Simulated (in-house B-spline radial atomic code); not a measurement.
Orbital energies and mean radii along the 49-electron series, configuration 1s2 2s2 2p6 3s2 3p6 3d10 4s2 4p6 4d10 4f5/2(3). The effective charge is n√(-2ε), a non-relativistic measure. Computed with a B-spline radial code for spherical atoms: Dirac-Hartree-Fock, jj configuration that fills j = l - 1/2 first, finite nuclei.

```
  ion   Z  energy of 3d5/2 (Eh)  mean radius of 3d5/2 (bohr)  energy of 4p3/2 (Eh)  mean radius of 4p3/2 (bohr)  effective charge of 3d5/2
Gd15+  64               -56.575                      0.22193               -22.027                      0.57834                     31.912
Tb16+  65               -60.141                      0.21735               -23.847                      0.56353                     32.902
Dy17+  66               -63.822                      0.21295               -25.735                      0.54942                     33.894
Ho18+  67               -67.617                      0.20872               -27.693                      0.53598                     34.887
Er19+  68               -71.526                      0.20465               -29.718                      0.52316                     35.881
Tm20+  69               -75.549                      0.20074               -31.812                      0.51092                     36.877
Yb21+  70               -79.684                      0.19697               -33.973                      0.49922                     37.872
Lu22+  71               -83.932                      0.19334               -36.201                      0.48803                     38.869
Hf23+  72               -88.293                      0.18983               -38.498                      0.47731                     39.866
Ta24+  73               -92.766                      0.18645               -40.861                      0.46704                     40.863
 W25+  74                -97.35                      0.18319               -43.292                      0.45719                     41.861
Re26+  75               -102.05                      0.18003               -45.791                      0.44773                     42.858
Os27+  76               -106.86                      0.17698               -48.357                      0.43865                     43.856
Ir28+  77               -111.77                      0.17403               -50.991                      0.42991                     44.855
```

(1) How does the screening of 3d5/2 change?

## Answers

(1) Z less the effective charge goes from 32.09 at Z = 64 to 32.15 at Z = 77.
